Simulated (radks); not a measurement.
Values are calculated unless marked as measured or tabulated.
Task: All-electron atom: Mo23+ in [Ar] 3d1. Level of theory: Dirac Kohn-Sham, relativistic LDA (MacDonald-Vosko exchange, VWN5 correlation), spin-unpolarised, spherical densities, finite nucleus; open shells fill j = l - 1/2 first; Fermi nuclear charge, rms radius 4.4091 fm (a radial shooting solver on a logarithmic mesh with Libxc functionals).

Spin-orbit splittings of the eigenvalues, e(l+1/2) - e(l-1/2), with zeta = 2 splitting/(2l+1) and mean radii in bohr:

shell  occ.  splitting (eV)  zeta (eV)  <r> j=l-1/2  <r> j=l+1/2
2p        6           106.8      71.19       0.1301       0.1345
3p        6           23.00      15.33       0.3767       0.3842
3d        1               ?          ?       0.3426       0.3449

Estimate the 3d splitting.

Result: 5.004 eV (zeta = 2.001 eV).
